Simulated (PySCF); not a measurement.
TaI2, SMILES [I][Ta][I] (connectivity only; charge and spin as stated), neutral, multiplicity 4.

Coordinates come from a r2SCAN-D4/def2-SVP optimisation. The multiplicity is an assumed one; other spin states were not compared. The def2 effective core potentials stand for the cores of I, Ta; spin–orbit coupling is left out.

Level of theory: r2SCAN-D4/def2-SVP in PySCF.

Frequencies are harmonic and unscaled.

Modes within 1.5 cm⁻¹ of each other (mostly degenerate sets) share a row, with their intensities summed.

```csv
mode,ν (cm⁻¹),IR (km/mol),moving atoms (share of kinetic energy)
1–2,17,0.9,"Ta 58 %, I 42 %"
3,160,0.0,I 100 %
4,224,61.2,"Ta 58 %, I 42 %"
```
